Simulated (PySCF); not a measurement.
A PySCF script (with the pyscf-properties extension) for the NMR shieldings of SMILES O=S1(=O)CC[C@@H]1B(F)F, C₃H₅BF₂O₂S, on a GFN2-xTB geometry:

```python
import basis_set_exchange as bse
import numpy as np
from pyscf import gto, dft
from pyscf.prop import nmr

atoms = """
O     0.593433    1.660842    1.450615
S    -0.076239    1.351200    0.224813
O    -0.346363    2.422244   -0.685174
C    -1.483559    0.205675    0.423165
C    -0.762594   -0.821240   -0.457917
C     0.608379   -0.143548   -0.644605
B     1.830233   -0.690925    0.160496
F     3.062773   -0.299284   -0.065099
F     1.693438   -1.555493    1.143230
H    -2.416704    0.587718    0.025632
H    -1.593843   -0.090175    1.460051
H    -0.674785   -1.792121    0.029396
H    -1.267753   -0.956182   -1.412947
H     0.832907    0.120817   -1.673821
"""
names = dict.fromkeys(["O", "S", "C", "B", "F", "H"], "pcSseg-1")
basis = {el: gto.basis.parse(bse.get_basis(n, elements=[el], fmt="nwchem")) for el, n in names.items()}
mol = gto.M(atom=atoms, basis=basis, charge=0, verbose=0)
mf = dft.RKS(mol, xc="PBE0")
mf.grids.level = 2
mf.grids.alignment = dft.numint.BLKSIZE   # the property module wants whole blocks of grid points
mf.conv_tol = 1e-9
mf.kernel()

calc = nmr.RKS(mf)   # GIAO
C = mf.mo_coeff
Co = C[:, mf.mo_occ > 0]
resp = mf.gen_response(singlet=True, hermi=2)
def vind(x):   # induced exchange potential for any number of trial vectors
    d = np.einsum("pi,xij,qj->xpq", C, 2 * x.reshape(-1, C.shape[1], Co.shape[1]), Co, optimize=True)
    return np.einsum("xpq,pi,qj->xij", resp(d - d.transpose(0, 2, 1)), C, Co, optimize=True).ravel()
mo1, _ = nmr.rhf.solve_mo1(calc, with_cphf=vind)
sigma = calc.kernel(mo1)
for i, s in enumerate(sigma):   # ppm
    w = np.linalg.eigvalsh((s + s.T) / 2)
    print("%2d %-2s iso %8.1f  s11 %8.1f  s22 %8.1f  s33 %8.1f" % (i, mol.atom_pure_symbol(i), w.mean(), *w))
```

Task: What does it print?

Result: 
```
 0 O  iso     61.9  s11     37.5  s22     65.6  s33     82.5
 1 S  iso    199.7  s11     65.5  s22    133.6  s33    400.1
 2 O  iso     66.5  s11     26.9  s22     74.6  s33     97.9
 3 C  iso    111.3  s11     53.3  s22    104.8  s33    175.8
 4 C  iso    180.0  s11    171.4  s22    182.0  s33    186.5
 5 C  iso    110.7  s11     57.8  s22    100.1  s33    174.2
 6 B  iso     76.2  s11     63.1  s22     80.6  s33     85.0
 7 F  iso    238.0  s11     63.8  s22    284.1  s33    366.1
 8 F  iso    245.2  s11     65.0  s22    289.3  s33    381.1
 9 H  iso     27.4  s11     23.9  s22     26.3  s33     32.1
10 H  iso     27.4  s11     24.1  s22     26.6  s33     31.4
11 H  iso     29.5  s11     25.5  s22     27.7  s33     35.4
12 H  iso     29.6  s11     25.8  s22     26.3  s33     36.8
13 H  iso     27.4  s11     24.9  s22     26.8  s33     30.5
```

These numbers come from an equivalent density-fitted implementation of the same equations, which agrees with the script to about 0.01 ppm for H and up to a few tenths of a ppm for heavy atoms, so last digits may differ.

Size and cost of the density-fitted run: 185 basis functions, 46 s wall time on 1 thread of an Arm Neoverse V1, shared host; peak memory 0.82 GiB.
